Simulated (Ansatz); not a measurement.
Geometry optimisation, Ansatz 0.2.0, RKS PBE0-D4/def2-SVP.

Input:

```yaml
crystal:
  periodic: [false, false, false]
  atoms:
    - { symbol: B, position_ang: [0.2976, -1.9057, -0.2362] }
    - { symbol: C, position_ang: [0.2711, -0.4752, 0.5428] }
    - { symbol: "N", position_ang: [1.6242, -0.0542, 0.7736] }
    - { symbol: C, position_ang: [-0.4054, 0.5923, -0.2421] }
    - { symbol: C, position_ang: [0.0549, 1.1416, -1.3453] }
    - { symbol: "N", position_ang: [-1.8035, 0.9607, 0.1684] }
    - { symbol: H, position_ang: [0.7774, -1.9447, -1.3107] }
    - { symbol: H, position_ang: [-0.2386, -2.788, 0.2216] }
    - { symbol: H, position_ang: [-0.225, -0.6175, 1.5648] }
    - { symbol: H, position_ang: [1.82075, 0.85855, 0.25961] }
    - { symbol: H, position_ang: [2.29284, -0.74042, 0.2777] }
    - { symbol: H, position_ang: [-0.4791, 1.8988, -1.8743] }
    - { symbol: H, position_ang: [0.9933, 0.9022, -1.6886] }
    - { symbol: H, position_ang: [-2.379, 1.6742, -0.3365] }
    - { symbol: H, position_ang: [-2.249, 0.4779, 1.0036] }
basis:
  gaussian: { orbitals: def2-SVP }
hamiltonian:
  xc: pbe0
  dispersion: d4
relax:
  f_tol: 0.015
  max_steps: 40
```

Launched with:

```bash
$ ansatz run input.yaml --threads 2 --pin off --max-ram 3072MiB --backend cpu --events-out ev --progress --plain --runs-dir out
```

Q: Where does it end, and by what steps?

A: It converged. After 27 steps the energy has fallen by 1.809 eV; H8 moved furthest, 1.69 Å. Joined: B1–C4 (2.60 → 1.82 Å), B1–C5 (3.25 → 1.74 Å).

```csv
step,energy less start (eV),largest force component (eV/Å),accepted
0,0.0000,6.009,yes
1,-0.7394,2.259,yes
2,-1.0226,0.868,yes
3,-1.1416,0.999,yes
4,-1.2365,0.664,yes
5,-1.3173,0.519,yes
6,-1.3725,0.490,yes
7,-1.4226,0.312,yes
8,-1.4601,0.449,yes
9,-1.4870,0.505,yes
10,-1.5127,0.263,yes
11,-1.5427,0.258,yes
12,-1.6048,0.456,yes
13,-1.6694,0.826,yes
14,-1.7349,0.286,yes
15,-1.7712,0.408,yes
16,-1.7918,0.652,yes
17,-1.8000,0.396,yes
18,-1.8051,0.125,yes
19,-1.8053,0.150,yes
20,-1.8079,0.042,yes
21,-1.8079,0.074,yes
22,-1.8086,0.027,yes
23,-1.8089,0.030,yes
24,-1.8090,0.035,yes
25,-1.8091,0.032,yes
26,-1.8092,0.021,yes
27,-1.8092,0.010,yes
```

```xyz
15
Properties=species:S:1:pos:R:3
B -0.007 -1.075 -0.715
C 0.416 -0.286 0.777
N 1.828 -0.078 0.881
C -0.412 0.563 -0.040
C -0.022 0.520 -1.413
N -1.668 0.881 0.342
H 0.992 -1.659 -1.081
H -1.067 -1.666 -0.737
H -0.065 -0.610 1.714
H 2.100 0.898 0.807
H 2.356 -0.628 0.212
H -0.742 0.861 -2.163
H 1.019 0.755 -1.641
H -2.369 1.021 -0.374
H -2.008 0.485 1.210
```

Whether the end is a true minimum wasn't checked by a vibrational analysis.

Time of the run: 80 s on 2 threads of INTEL(R) XEON(R) PLATINUM 8581C CPU @ 2.30GHz (Emerald Rapids), on a shared host, peak memory 0.36 GiB.
